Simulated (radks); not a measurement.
Problem. The mean radii <r> (bohr) of the occupied orbitals of an atom or ion are listed with their occupations. Calculated with a radial shooting solver on a logarithmic mesh with Libxc functionals: scalar-relativistic Kohn-Sham, PBE, spin-polarised, spherical densities, point nucleus.

orbital  occ.      <r>
1s up       1  0.06356
1s down     1  0.06356
2s up       1   0.2933
2s down     1   0.2929
2p up       3   0.2601
2p down     3   0.2597
3s up       1   0.8889
3s down     1   0.8903
3p up       3   0.9410
3p down     3   0.9435
3d up       3    1.137
4s up       1    2.606
5s up       1    6.750
5s down     1    6.940

Name the element and its charge. Open shells, if any, are filled with parallel spins first.

Solution. Z = 24, chromium, charge 0: Cr in [Ar] 3d3 4s1 5s2. The 1s radius gives Z: for a bare nucleus <r> = (2 gamma + 1)/(2Z) with gamma = sqrt(1 - (Z/c)^2), 0.06186 bohr for Z = 24, and screening makes it slightly larger (0.06356 here). The occupations add up to 24, and the charge is Z minus that.
